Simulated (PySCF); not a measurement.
Job file and geometry (Å, from GFN2-xTB) of an NMR shielding run on SMILES CC[C@@H]1CC[C@H](Cl)[SiH2]O1, C₆H₁₃ClOSi, PySCF 2.14.0, density-fitted response routines, GIAO PBE0/pcSseg-1 NMR shielding, non-relativistic, gas phase; density fitting, a coarse starting grid and PySCF grid level 2 are the driver's defaults:

```
$ OMP_NUM_THREADS=1 python probes_run.py task.json out

{"job": {"kind": "nmr", "xc": "PBE0", "basis": "pcSseg-1"}, "charge": 0, "multiplicity": 1}
C     -2.965156     0.657287     0.257211
C     -1.924926    -0.428402     0.502637
C     -0.609093    -0.124177    -0.217650
C      0.391713    -1.268431    -0.057233
C      1.720692    -1.005817    -0.764996
C      2.520045     0.109963    -0.105968
Cl     3.072328    -0.436658     1.513405
Si     1.398791     1.652068     0.090785
O     -0.092032     1.079153     0.311126
H     -3.226810     0.704758    -0.797810
H     -2.567545     1.622710     0.559089
H     -3.867760     0.454875     0.828219
H     -2.300614    -1.393439     0.157425
H     -1.718495    -0.502818     1.571577
H     -0.808937     0.034876    -1.287825
H      0.580753    -1.415973     1.007866
H     -0.058480    -2.179025    -0.456026
H      1.532013    -0.715261    -1.803204
H      2.307377    -1.928545    -0.775720
H      3.437287     0.289051    -0.666989
H      1.514247     2.403048    -1.165887
H      1.654191     2.410142     1.299117
```

Q: Write the output of this run.

A: 
```
coarse grid: 18912 points
cycle   1  E = -1060.5396728799  dE =  1.068e+00  |g| = 7.350e-01  |ddm| = 4.145e+00
cycle   2  E = -1060.4027296161  dE =  1.369e-01  |g| = 1.131e+00  |ddm| = 1.770e+00
cycle   3  E = -1060.6457630976  dE = -2.430e-01  |g| = 1.272e-01  |ddm| = 1.257e+00
cycle   4  E = -1060.6488046068  dE = -3.042e-03  |g| = 4.142e-02  |ddm| = 1.385e-01
cycle   5  E = -1060.6491936767  dE = -3.891e-04  |g| = 7.585e-03  |ddm| = 3.870e-02
cycle   6  E = -1060.6492060043  dE = -1.233e-05  |g| = 2.137e-03  |ddm| = 1.019e-02
cycle   7  E = -1060.6492068713  dE = -8.670e-07  |g| = 7.377e-04  |ddm| = 2.982e-03
final grid: 171968 points
cycle   8  E = -1060.7139975543  dE = -4.880e-05  |g| = 1.155e-02  |ddm| = 3.108e-02
cycle   9  E = -1060.7139758510  dE =  2.170e-05  |g| = 1.564e-02  |ddm| = 1.997e-02
cycle  10  E = -1060.7140248434  dE = -4.899e-05  |g| = 1.811e-03  |ddm| = 1.220e-02
cycle  11  E = -1060.7140254552  dE = -6.119e-07  |g| = 3.315e-04  |ddm| = 1.861e-03
cycle  12  E = -1060.7140254788  dE = -2.352e-08  |g| = 6.248e-05  |ddm| = 3.775e-04
cycle  13  E = -1060.7140254795  dE = -7.581e-10  |g| = 2.481e-05  |ddm| = 9.619e-05
converged SCF energy = -1060.7140254795

GIAO shielding tensors (ppm)
atom      isotropic    diamagn.    paramagn.     s11        s22        s33       span
  0 C      174.102     244.757     -70.655    159.944    174.620    187.741     27.797
  1 C      150.281     246.958     -96.677    136.787    142.269    171.787     35.000
  2 C      107.238     244.622    -137.384     91.931    107.479    122.304     30.374
  3 C      154.210     249.444     -95.233    138.816    151.295    172.519     33.703
  4 C      150.923     248.059     -97.136    144.977    146.494    161.297     16.320
  5 C      139.137     253.293    -114.156    111.134    133.590    172.689     61.555
  6 Cl     842.395    1146.855    -304.461    619.343    832.540   1075.301    455.958
  7 Si     369.904     879.768    -509.864    334.448    359.220    416.043     81.595
  8 O      299.779     398.142     -98.363    242.661    316.079    340.597     97.937
  9 H       31.012      28.653       2.358     26.670     28.778     37.587     10.917
 10 H       30.047      29.171       0.876     24.539     30.752     34.850     10.311
 11 H       30.681      26.508       4.173     25.812     27.748     38.483     12.671
 12 H       30.389      30.969      -0.580     24.921     30.731     35.515     10.595
 13 H       30.175      31.107      -0.933     25.739     30.936     33.850      8.110
 14 H       28.283      33.135      -4.852     25.655     27.270     31.925      6.270
 15 H       29.442      31.418      -1.976     24.846     31.204     32.277      7.431
 16 H       30.523      32.221      -1.698     24.814     30.119     36.636     11.821
 17 H       29.674      31.663      -1.989     25.895     27.784     35.342      9.447
 18 H       29.404      30.233      -0.829     24.208     27.912     36.091     11.883
 19 H       28.369      29.983      -1.614     21.839     28.107     35.161     13.322
 20 H       26.486      29.404      -2.917     22.665     24.542     32.251      9.586
 21 H       26.870      29.045      -2.175     23.270     24.947     32.392      9.122
```

Q: Turn these shieldings into chemical shifts. References, each an isolated molecule treated in the same way: ¹³C (σ = 186.93 ppm) and ²⁹Si (σ = 349.16 ppm) and ¹H (σ = 31.72 ppm) against TMS; HCl for ³⁵Cl (σ = 949.78 ppm); ¹⁷O (σ = 336.08 ppm) vs H2O.

A: Averaging equivalent atoms: C 2: 79.7; C 5: 47.8; C 1: 36.6; C 4: 36.0; C 3: 32.7; C 0: 12.8; Cl 6: 107; Si 7: -20.7; O 8: 36.3; H 20: 5.23; H 21: 4.85; H 14: 3.43; H 19: 3.35; H 18: 2.31; H 15: 2.27; H 17: 2.04; H 13: 1.54; H 12: 1.33; H 16: 1.19; H 9/10/11: 1.14 ppm. Experimental scales use liquid or dissolved standards, which lie at an offset from isolated H2O (liquid H2O: subtract about 36 ppm).

Size and cost of the density-fitted run: 232 basis functions, 98 s wall time on 1 thread of an Arm Neoverse N1, shared host; peak memory 1.1 GiB.
